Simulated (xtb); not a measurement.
xtb input:

```bash
xtb mol.xyz --gfnff --opt tight --chrg 0 --uhf 0
```
mol.xyz:
```
17

Si     3.03151651    -0.68258310    -0.58941095
Si     2.04461934     0.76552490     0.96735360
Si    -0.16562034     1.20596638     0.32326829
Si    -1.31578169    -0.80445364    -0.03694004
Si    -3.56001121    -0.41280441    -0.58604955
H      4.46358418    -0.91638645    -0.28167585
H      2.92555626    -0.10547045    -1.95193363
H      2.32147605    -1.98424773    -0.57421974
H      2.03882622     0.11679030     2.30395368
H      2.83007362     2.02307013     1.06578004
H     -0.87243139     2.00929644     1.35419250
H     -0.16206847     1.98457271    -0.94237022
H     -1.23324932    -1.64280670     1.18724908
H     -0.64835467    -1.54383931    -1.13933327
H     -4.22551494     0.31181820     0.52385674
H     -3.63404406     0.42460070    -1.80803580
H     -4.28996972    -1.68049946    -0.83256233
```

Task: What final total energy does it print?

Result: -1.55066 Eh (GFN-FF).
